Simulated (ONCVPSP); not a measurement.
## Potentials for Mn (Z = 25) compared

Generated with ld1.x 7.5 (TM, RRKJ, ultrasoft, PAW), atompaw 4.2 or ONCVPSP 4.0.1. The cutoff is in Ry: for ld1.x and atompaw files where the sum of valence levels is converged to 10 mRy in a Bessel basis, for ONCV files where the hardest occupied wave has 1 mHa per electron of residual kinetic energy. The error is the largest all-electron minus pseudo excitation energy over each file’s own four to seven test configurations (ionisations up to +4, promotions, holes and added fractions of an electron), all of which were solved. The labels leave out finer settings (local radius, basis sizes, second energies), which also bear on the numbers. Spin-polarised tests are not counted. The rows are a selection from randomly drawn settings: files with unsolved tests, undetermined cutoffs or missed reference levels are left out.

```csv
potential,cutoff (Ry),largest error (meV),bound ghosts
"ONCV, PBEsol, scalar-relativistic, rc 1.30/1.00/1.00 (spd), local d, core correction yes, reference 3s2 3p6 3d5 4s2, qcut 9/8/18.5, projectors 2/2/0",215,-6.9,none
"ONCV, PBE, fully relativistic, rc 2.65/2.45/1.50 (spd), local smoothed, core correction no, reference 3d6 4s1, qcut 2.5/3.3/10.1, projectors 2/2/2",78,+76,none
"ONCV, PBE, scalar-relativistic, rc 1.20/1.15/1.30 (spd), local smoothed, core correction yes, reference 3s2 3p6 3d5 4s1, qcut 7.8/10.9/12.1, projectors 2/2/2",111,+118,none
"ONCV, PBE, scalar-relativistic, rc 1.30/0.85/1.00 (spd), local smoothed, core correction yes, reference 3s2 3p6 3d4, qcut 7/9.1/16.1, projectors 2/2/2",194,+5.3,none
```

**Question.** Fill in the row for Mn: ONCV, PBE, scalar-relativistic, rc 1.40/1.30/1.10 (spd), local smoothed, core correction yes, reference 3s2 3p6 3d5 4s1, qcut 7.9/8.5/17.1, projectors 2/1/2.

**Answer.** cutoff 179 Ry, largest error +21 meV, bound ghosts: none.

**Question.** Fill in the row for Mn: ONCV, PBEsol, scalar-relativistic, rc 1.35/1.15/1.45 (spd), local smoothed, core correction yes, reference 3s2 3p6 3d5 4s2, qcut 8.9/10.2/10.2, projectors 2/1/2.

**Answer.** cutoff 82 Ry, largest error +15 meV, bound ghosts: none.
